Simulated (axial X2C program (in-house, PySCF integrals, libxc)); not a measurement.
**Spectroscopic constants of RuS**

Computed with an in-house all-electron X2C program for linear molecules (integrals from PySCF). Spin-free means the one-electron spin-free X2C Hamiltonian; two-component (2c) means X2C with spin–orbit coupling and atomic mean-field two-electron Coulomb and Gaunt terms, so the difference of the two also holds small scalar two-electron terms. Basis: Ru dyall-cv3z [12s12p8d5f3g], S dyall-av3z [9s8p3d2f] (cores contracted in-house); Gaussian nuclei, density fitting, unrestricted open shells. Masses: Ru 101.904 u, S 31.972 u.

State, spin-free: M_S = 2, Λ = 2 (beyond evenly filled blocks: σα, π+α, π-α, δ+α, δ+β, δ-α); electrons by block: σα: 14, σβ: 13, π+α: 7, π+β: 6, π-α: 7, π-β: 6, δ+α: 2, δ+β: 2, δ-α: 2, δ-β: 1. Fragments: Ru + S.

State, 2c: Ω = 4 (⟨Sz⟩ = 1.99, ⟨Lz⟩ = 2.01 at PBE0); electrons by block: 1/2: 20, -1/2: 20, 3/2: 9, -3/2: 8, 5/2: 2, -5/2: 1. Fragments: Ru + S.

| Hamiltonian | level | Re (Å) | ωe (cm⁻¹) | ωexe (cm⁻¹) | Be (cm⁻¹) | De (eV) | k (mdyn/Å) | μ (D) |
| --- | --- | --- | --- | --- | --- | --- | --- | --- |
| spin-free | PBE0 | 2.078 | 517.4 | 1.47 | 0.1605 | 3.97 | 3.84 | -4.15 |
| spin-free | M06 | 2.103 | 489.7 | 1.34 | 0.1566 | 4.00 | 3.44 | -4.16 |
| 2c | PBE0 | 2.078 | 516.7 | 1.47 | 0.1604 | n/a | 3.83 | -4.16 |

Dipoles are positive if S is the positive end.

The state is one determinant whose occupation by symmetry is held fixed; it was picked as the lowest of a PBE0 search that is not exhaustive. Dissociation energies refer to the lowest single-determinant-based atoms at the same level and basis. De is not given where an atomic determinant may have missed its ground term or J level, or where the truncated virtual space spoils (T). Density functionals use the spin component along the axis (collinear). Other states lie close and PBE0, whose exact exchange favours high spin, may order them wrongly; the determinant shown need not be the ground state. The nearest other spin-free determinant of the search, M_S = 2, Λ = 0, lies 0.50 eV up at the distance of the search. Without a current term, density functionals place determinants with orbital angular momentum somewhat too high. With several unpaired electrons one determinant need not be a pure state. Open-shell Ω = 0 determinants with evenly filled partner blocks cannot be reached by this program, so the Ω shown need not be the lowest component.

No reliable constants came from CCSD (2c), CCSD (spin-free), CCSD(T) (2c), CCSD(T) (spin-free), HF (2c), HF (spin-free), M06 (2c), MP2 (2c), MP2 (spin-free): no minimum in range, unconverged points, a curve that is not smooth, a change of character along it, or the two Hamiltonians disagreeing along it.

Rough cost a point (2c) on 1 thread(s) of a shared host, integrals apart: PBE0 1.2 s.

The whole task took 13 min on 1 thread of Arm Neoverse V1, on a shared host.
